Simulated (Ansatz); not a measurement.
Ansatz results at the PBE0-D4/def2-TZVP geometry: size of the dipole moment (B3LYP/def2-TZVPP) 1.64 D; ideal-gas entropy at 298 K and 1 bar (rigid rotor, harmonic PBE0-D4/def2-TZVP) 394 J/(mol·K); HOMO–LUMO gap (PBE0/def2-TZVPP) 5.75 eV.

Each molecule was computed in one conformer, which needn't be the lowest.

Which molecule gave them?
A. `C#CCCF`
B. `[SiH3]SS`
C. `NC(F)S`
D. `F[B]([AlH2])[O][AlH2]`

D. The others give `C#CCCF`: 1.91, 309, 8.67; `[SiH3]SS`: 1.14, 314, 6.11; `NC(F)S`: 1.97, 303, 7.48.

B3LYP here is the variant with VWN-RPA as its local correlation; programs differ in this.
